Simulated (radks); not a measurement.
The numbers below are computed, except where a source is named.
Valence configurations of Hg I. Level of theory: scalar-relativistic Kohn-Sham, PBE, spin-unpolarised, spherical densities, finite nucleus; Fermi nuclear charge, rms radius 5.4648 fm (a radial shooting solver on a logarithmic mesh with Libxc functionals). Energies are relative to [Hg]; eigenvalues in eV.

valence,E (eV),e(4f),e(5d),e(6p),e(6s)
[Hg],0.000,-95.902,-9.866,-,-6.811
[Xe] 4f14 5d9.5 6s2 6p0.5,4.796,-98.783,-12.163,-1.781,-8.117
[Xe] 4f14 5d10 6s1 6p1,6.031,-98.137,-12.036,-2.078,-8.383
[Xe] 4f14 5d9 6s2 6p1,10.376,-101.57,-14.313,-2.385,-9.263
[Xe] 4f14 5d10 6p2,12.558,-100.01,-13.818,-2.870,-
[Xe] 4f14 5d8 6s2 6p2,23.815,-107.09,-18.419,-3.476,-11.316
[Xe] 4f13.5 5d8.5 6s2 6p2,69.513,-113.21,-19.170,-3.481,-11.392
[Xe] 4f13 5d10 6s2 6p1,103.07,-113.72,-15.630,-2.375,-9.356
[Xe] 4f12 5d10 6s2 6p2,223.02,-132.10,-21.427,-3.495,-11.596
[Xe] 4f12 5d10 6s1 6p3,231.30,-133.85,-23.055,-4.191,-12.645

NIST lists [Hg] as the ground configuration; this level of theory agrees among the configurations tried. The energies are those of spherical spin-averaged densities, not of single terms.
